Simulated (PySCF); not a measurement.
C₄H₁₀BN, SMILES C[C@H]1CCB1N.

Geometry: B3LYP-D3(BJ)/def2-SVP. The structure was generated by enumeration; whether it is a known compound was not checked. One conformer was computed; it need not be the lowest.

Two levels are set side by side: TDA-PBE/def2-SVPD (PySCF) and TDA-ωB97X/def2-SVPD (PySCF). Vertical, same geometry. The lowest singlet is HOMO→LUMO 90 % with PBE and HOMO→LUMO+1 64 %, HOMO→LUMO+3 14 % with the other functional; states are paired by order. Differences are taken from unrounded values.

```tsv
quantity	TDA-ωB97X	TDA-PBE	TDA-PBE minus TDA-ωB97X
lowest singlet excitation (eV)	6.91	5.83	-1.08
lowest triplet excitation (TDA) (eV)	6.38	5.55	-0.83
first bright state (f over 0.05) (eV)	8.68	6.62	-2.06
its oscillator strength	0.16	0.07	-0.09
```

A lower first singlet is the usual sign of a functional without exact exchange. Differences between two approximate levels are no errors against the true value.

Rough cost on one machine, each run with all the roots and properties that it gave: TDA-ωB97X against TDA-PBE about 5 times.
